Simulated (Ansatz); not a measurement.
Several settings on one geometry of InCl2(NH2) (InNCl2H2) (that of the charge 0 singlet, PBE0-D4/def2-SVP). Ansatz on 4 threads of Arm Neoverse V2 on a shared host; times are rough.

```xyz
6

In    0.303    0.684    0.053
Cl    2.607    0.996    0.269
Cl   -1.001    2.618   -0.037
N    -0.528   -1.147    0.150
H    -1.445   -1.236   -0.281
H     0.065   -1.915   -0.153
```

Totals from different functionals, basis sets or treatments of relativity can't be compared as stabilities.

In the def2 sets In takes a core potential; there is no spin–orbit coupling. Correlated methods freeze 29 core orbitals; core or outer-core shells of In are correlated, in sets that lack core-valence functions.

The spins typed aren't always the lowest for that charge.

(1) Give the basis size and estimate the energy, ⟨S²⟩ and time of these runs.

```json
{"run": "1", "method": "UKS ωB97M-V/def2-SVPD", "charge": "1", "state": "doublet", "further keys": "final_grid: {core_spheres: 8, valence_spheres: 7, degree: 23}; scf: {omitted_lower_state_checks: [starts]}; forces asked"}
{"run": "2", "method": "RKS ωB97/STO-3G", "charge": "0", "state": "singlet", "further keys": "scf: {lower_state_search: light}"}
{"run": "3", "method": "RKS B2GP-PLYP/STO-3G", "charge": "0", "state": "singlet", "further keys": "scf: {omitted_lower_state_checks: [starts]}; forces asked"}
{"run": "4", "method": "RKS RPBE/def2-SVPD", "charge": "0", "state": "singlet", "further keys": "point_charges: [{charge: -1.00, position_ang: [6.204, -0.995, 0.990]}]; scf: {omitted_lower_state_checks: [starts]}"}
```

Answers

(1) 
```json
{"run": "1", "functions": "122", "energy (Eh)": "-1165.7888", "⟨S²⟩": "0.76", "wall time": "8 s"}
{"run": "2", "functions": "52", "energy (Eh)": "-6651.0065", "⟨S²⟩": "–", "wall time": "1.1 s"}
{"run": "3", "functions": "52", "energy (Eh)": "-6649.5067", "⟨S²⟩": "–", "wall time": "1.5 s"}
{"run": "4", "functions": "122", "energy (Eh)": "-1166.2510", "⟨S²⟩": "–", "wall time": "1.1 s"}
```
